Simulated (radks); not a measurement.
Values are calculated unless marked as measured or tabulated.
Ba II, 55 electrons, occupied as [Xe] 6s1.

Code: a radial shooting solver on a logarithmic mesh with Libxc functionals. Model: scalar-relativistic Kohn-Sham, PBE, spin-polarised, spherical densities, point nucleus; open shells are filled with parallel spins first (spin-orbit coupling, left out, can overturn this in heavy ions).

Energy parts (eV):
| part | energy |
|---|---|
| total | -221374.79 |
| kinetic | 233707.53 |
| electron-nucleus | -535355.13 |
| Hartree | 85642.59 |
| exchange-correlation | -5369.79 |

Orbitals (lengths in bohr, moments of r in powers of bohr; <r^-3> diverges for s and p1/2; r(90%) holds 90 % of the orbital's charge):
| orbital | occ. | eigenvalue (eV) | <r> | <r^-3> | r(90%) | <r^2> |
|---|---|---|---|---|---|---|
| 1s up | 1 | -37266.08 | 0.02558 | - | 0.0461 | 0.0008883 |
| 1s down | 1 | -37266.07 | 0.02558 | - | 0.0461 | 0.0008883 |
| 2s up | 1 | -5895.075 | 0.1097 | - | 0.170 | 0.01421 |
| 2s down | 1 | -5895.070 | 0.1097 | - | 0.170 | 0.01421 |
| 2p up | 3 | -5286.590 | 0.09619 | 7026 | 0.157 | 0.01129 |
| 2p down | 3 | -5286.585 | 0.09619 | 7026 | 0.157 | 0.01129 |
| 3s up | 1 | -1248.877 | 0.2919 | - | 0.429 | 0.09738 |
| 3s down | 1 | -1248.870 | 0.2919 | - | 0.429 | 0.09738 |
| 3p up | 3 | -1053.831 | 0.2899 | 1382 | 0.435 | 0.09745 |
| 3p down | 3 | -1053.823 | 0.2899 | 1382 | 0.435 | 0.09745 |
| 3d up | 5 | -770.6405 | 0.2666 | 189.9 | 0.417 | 0.08388 |
| 3d down | 5 | -770.6333 | 0.2666 | 189.9 | 0.417 | 0.08388 |
| 4s up | 1 | -249.6097 | 0.6739 | - | 0.969 | 0.5124 |
| 4s down | 1 | -249.5942 | 0.6739 | - | 0.968 | 0.5123 |
| 4p up | 3 | -186.7051 | 0.7155 | 288.7 | 1.04 | 0.5822 |
| 4p down | 3 | -186.6876 | 0.7155 | 288.7 | 1.04 | 0.5821 |
| 4d up | 5 | -95.3874 | 0.8003 | 31.89 | 1.21 | 0.7442 |
| 4d down | 5 | -95.3633 | 0.8002 | 31.89 | 1.21 | 0.7440 |
| 5s up | 1 | -39.3547 | 1.638 | - | 2.36 | 3.016 |
| 5s down | 1 | -39.2726 | 1.635 | - | 2.35 | 3.004 |
| 5p up | 3 | -24.4014 | 1.916 | 38.89 | 2.80 | 4.164 |
| 5p down | 3 | -24.2642 | 1.907 | 39.25 | 2.78 | 4.117 |
| 6s up | 1 | -7.8658 | 4.307 | - | 6.19 | 20.75 |

The highest occupied level is 6s up at -7.866 eV. Spin moment in Bohr magnetons: 1. Summed over all electrons, <r^2> = 65.29 bohr^2, which gives a Langevin (diamagnetic) susceptibility term of -51.7 x 10^-6 cm^3/mol.
